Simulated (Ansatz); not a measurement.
The cluster Al₅As₅, relaxed as a singlet with RKS PBE-D4/def2-SVP in Ansatz, starting from the GFN1-xTB geometry. Force threshold 0.03 eV/Å.

The restricted singlet is unstable towards broken spin symmetry in Hartree–Fock (as tested in another run); at PBE-D4/def2-SVP this wasn't settled. The structure comes from a short search, and lower isomers may exist.

Start:

```xyz
10

Al   -2.190    1.648    0.076
Al   -1.398   -0.800    1.064
Al    2.437    1.136   -1.328
Al    0.039   -1.782   -2.492
Al    1.658    1.245    1.130
As   -0.622    1.060    2.336
As   -0.062    0.630   -1.194
As    0.739   -1.174    2.004
As   -2.055   -0.828   -1.220
As    1.454   -1.135   -0.376
```

Q: Estimate the energy that the relaxation releases and the steps that it takes.

A: 3.05 eV, in 27 steps; 3.6 min on 4 threads of Arm Neoverse V1 on a shared host. No frequencies were taken in this run, so the end may be a saddle point.

Q: Does the start keep its bonding?

A: Bonds lost: As6–As8, As7–As9 (atoms count from 1). Bonds formed: Al3–As6, Al4–As8 (atoms count from 1).

Q: Predict the relaxed structure.

A: 
```xyz
10

Al   -1.268    1.220   -0.726
Al   -1.182   -0.616    1.360
Al    1.371    2.101   -0.255
Al   -0.508   -1.534   -1.329
Al    1.463    0.071    2.047
As   -0.507    1.782    1.589
As    0.576    0.511   -2.346
As    0.706   -2.236    0.775
As   -2.700   -0.764   -0.558
As    2.048   -0.535   -0.556
```
Bond lengths (bridged metal pairs left out): 16 × Al–As 2.45 to 2.85 Å; 2 × As–As 2.54 Å.
